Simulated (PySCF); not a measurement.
H4O2S2Si, SMILES S[Si](O)(O)S. Coordinates come from a PBE-D3(BJ)/def2-SVP optimisation. Other conformers were not sampled.

### Question
Give the equilibrium geometry at PBE-D3(BJ)/def2-SVP (PySCF confirms it by a frequency run) as bond lengths and angles. (Estimate from the structure and the level; the computed values follow.)

### Answer
One answer among several that fit: 
Atoms: O1 Si2 O3 S4 S5 H6 H7 H8 H9. Bonds (Å): O1–Si2 1.667, O1–H6 0.975, Si2–O3 1.672, Si2–S4 2.154, Si2–S5 2.145, O3–H7 0.973, S4–H8 1.362, S5–H9 1.364. Bond angles (°): Si2–O1–H6 113.4, O1–Si2–O3 105.3, O1–Si2–S4 116.7, O1–Si2–S5 105.4, O3–Si2–S4 106.2, O3–Si2–S5 117.1, S4–Si2–S5 106.6, Si2–O3–H7 115.4, Si2–S4–H8 93.3, Si2–S5–H9 92.4.
